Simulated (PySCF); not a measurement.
These 2 structures share the formula C2H6Cl3NSi. The calculation used PBE0-D3(BJ)/def2-SVP geometry optimisation, gas phase in PySCF. One conformer each; no zero-point energy, no entropy. No frequencies were run at this level. Point groups hold within 0.08 Å.

Question: Rank from lowest to highest electronic energy at this level (kJ/mol).
A. SiCl3(NHEt), `Cl[Si](Cl)(Cl)NCC`
B. Si(NMe2)Cl3, `CN(C)[Si](Cl)(Cl)Cl`

Answer: A (0.0), B (31.7).

| SMILES | E (Eh) | E rel (kJ/mol) | dipole (D) | point group | A, B, C (MHz) |
| --- | --- | --- | --- | --- | --- |
| CCN[Si](Cl)(Cl)Cl | -1803.51892 | 0.0 | 2.68 | C1 | 1314, 849.3, 819.5 |
| CN(C)[Si](Cl)(Cl)Cl | -1803.50685 | 31.7 | 2.58 | Cs | 1156, 1051, 944.6 |

Q: How do the relative energies change in single points at KT2/pcSseg-1 (no added dispersion term) on the same geometries?

A: 
```json
{"SMILES": "CCN[Si](Cl)(Cl)Cl", "PBE0-D3(BJ)/def2-SVP (kJ/mol)": "0.0", "KT2/pcSseg-1 (kJ/mol)": "0.0", "shift": "0.0"}
{"SMILES": "CN(C)[Si](Cl)(Cl)Cl", "PBE0-D3(BJ)/def2-SVP (kJ/mol)": "31.7", "KT2/pcSseg-1 (kJ/mol)": "29.0", "shift": "-2.7"}
```

Each column counts from its own lowest isomer. The order is unchanged; the largest shift is 2.7 kJ/mol.
